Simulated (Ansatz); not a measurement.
`[F][Hf]([F])([Cl])[Cl]` + `CNC` → `C[N](C)[Hf]([F])([Cl])[Cl]` + H–F at 700 K and 1 bar (ligand exchange at the Hf–F bond).

Isolated molecules relaxed with PBE0-D4/def2-TZVP in Ansatz; ΔE leaves out vibrations. CCSD(T)/CBS adds triple-zeta CCSD(T) − MP2 to the extrapolated MP2 energy (def2 sets, frozen cores). This one scheme is used for every species. def2 core potentials past Kr. For Hf outer-core shells are correlated without core-valence functions, which leaves a few kJ/mol of doubt a bond. Each species was taken in one conformer, which may not be the lowest.

| species | CCSD(T)/CBS energy (Eh) | H − E (kJ/mol) | S (J/(mol·K)) |
| --- | --- | --- | --- |
| `[F][Hf]([F])([Cl])[Cl]` | -1167.36631 | 78.2 | 452.2 |
| `CNC` | -135.00321 | 296.9 | 352.4 |
| `C[N](C)[Hf]([F])([Cl])[Cl]` | -1201.94185 | 331.2 | 608.4 |
| H–F | -100.39570 | 45.2 | 198.5 |

H − E and S are ideal-gas, rigid-rotor, harmonic terms from PBE0-D4/def2-TZVP, for one conformer and one mirror image of each species. 1 Eh = 2625.50 kJ/mol, R = 8.31446 J/(mol·K).

Problem. By hand: ΔE, ΔH, ΔS and ΔG.

Solution. ΔE = (-1201.94185) + (-100.39570) − (-1167.36631) − (-135.00321) = 0.03197 Eh = 83.9 kJ/mol. Δ(H − E) = 331.2 + 45.2 − 78.2 − 296.9 = 1.3, so ΔH = 85.2 kJ/mol. ΔS = 608.4 + 198.5 − 452.2 − 352.4 = 2.3 J/(mol·K). ΔG = 85.2 − 700 × (2.3)/1000 = 83.6 kJ/mol.

Problem. By hand: the equilibrium constant, and the temperature at which ΔG would vanish if ΔH and ΔS stayed fixed.

Solution. log₁₀ K = −ΔG/(RT ln 10) = -6.2. ΔG = 0 at ΔH/ΔS = 37043 K, far beyond where these terms or the molecules hold.

The number of gas molecules stays the same, so ΔS is small and ΔH decides. A doubt of 5 kJ/mol in ΔE shifts log₁₀ K by 0.4 here. Other conformers and mirror images would add mixing entropy, several J/(mol·K) or more a flexible species. Modes under 60 cm⁻¹, often nearly free rotors, make the harmonic entropy too high. These are equilibria of isolated gas molecules and say nothing of rates. Largest T1 diagnostic: 0.015 (customary marks: 0.02 for closed shells, 0.045 for open ones).
